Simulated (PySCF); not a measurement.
Molecule: SMILES [O][SiH3], doublet. Atoms near the plane z = 0.0 Å, at the B3LYP/def2-SVP optimised geometry (x, y, z in Å): O1 (-1.1, 1.2, 0.0), Si2 (-0.4, -0.4, 0.0), H3 (1.1, -0.4, 0.0).

Level of theory: unrestricted B3LYP/def2-TZVP in PySCF 2.14.0. Cells within 0.4 Å of a nucleus heavier than hydrogen are left out (blank, or x). The values are rescaled to run from 0 to 1.

```
|11111111111111111111111111111|
|11111111111111111111111111111|
|11111111111111111111111111111|
|11111111111111111111111111111|
|11111111111111111111111111111|
|11111111111111111111111111111|
|11111111222221111111111111111|
|11111112345322111111111111111|
|111111236xx832111111111111111|
|111111239xxx42111111111111111|
|111111236xxx53111111111111111|
|11111122468863111111111111111|
|11111112357742111111111111111|
|11111111223321012321111111111|
|111111111111xx135542111111111|
|11111110000xxx147994111111111|
|11111110000xxx247884111111111|
|11111111001111124542111111111|
|11111111111100012221111111111|
|11111111111100001111111111111|
|11111111111100001111111111111|
|11111111111111111111111111111|
|11111111111111111111111111111|
|11111111111111111111111111111|
|11111111111111111111111111111|
|11111111111111111111111111111|
|11111111111111111111111111111|
|11111111111111111111111111111|
|11111111111111111111111111111|
```
Scale: ten equal steps from 0.000 (start of '0') to 1.00 (end of '9'), in the order '0123456789'; x runs from -3.50 to 3.50, y from -3.50 (bottom) to 3.50 (top).

Question: Which quantity is mapped?
A) electrostatic potential
B) spin density
C) log10 of the electron density
D) deformation density (molecule minus spherical neutral atoms)

Answer: D, deformation density (molecule minus spherical neutral atoms). In full: deformation density (molecule minus spherical neutral atoms) (e/bohr³).
